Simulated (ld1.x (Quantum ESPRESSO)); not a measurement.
**How hard is this carbon TM potential?**

```
Element                 : C (Z = 6)
Generator               : ld1.x (Quantum ESPRESSO) 7.5
Type                    : norm-conserving Troullier–Martins (Kleinman–Bylander form)
Functional              : PBE
Relativity              : scalar-relativistic
Frozen core             : [He]
Valence charge          : 4
Reference configuration : 2s2 2p1 (charge +1)
Partial waves           : 2s (bound): rc 1.05 bohr; 2p (bound): rc 2.80 bohr; 3d channel at 0.15 Ry: rc 2.30 bohr
Local potential         : the d channel
Core correction         : a·sin(br)/r model core inside 0.85 bohr
```

The pseudo-atom Hamiltonian at the reference potential is diagonalised in spherical Bessel functions j_l(qr) that vanish at 20 bohr, with q² up to the cutoff. All-electron valence levels (Ry): 2s -1.8932, 2p -1.2498.

**Question.** How do the lowest levels (Ry) of each channel move with the cutoff, and are there ghosts?

**Answer.**

```csv
cutoff (Ry),s #1,s #2,p #1,p #2,d #1,f #1,Σ f·Δε (mRy)
8,-1.7754,-0.3575,-1.0473,-0.2257,-0.1503,-0.0435,438.1
18,-1.8428,-0.3646,-1.2471,-0.2510,-0.1510,-0.0435,103.6
35,-1.8881,-0.3710,-1.2498,-0.2514,-0.1511,-0.0435,10.3
50,-1.8912,-0.3715,-1.2498,-0.2514,-0.1511,-0.0435,4.1
80,-1.8922,-0.3717,-1.2498,-0.2514,-0.1511,-0.0435,2.1
120,-1.8932,-0.3718,-1.2498,-0.2514,-0.1511,-0.0435,0.1
400,-1.8932,-0.3718,-1.2498,-0.2514,-0.1511,-0.0435,0.0
```

Result: no extra level below or beside the all-electron valence levels (s, p, d, f tested); 10 mRy is reached at 40 Ry and 1 mRy at 100 Ry.

Its largest configuration-test error is +930 meV.
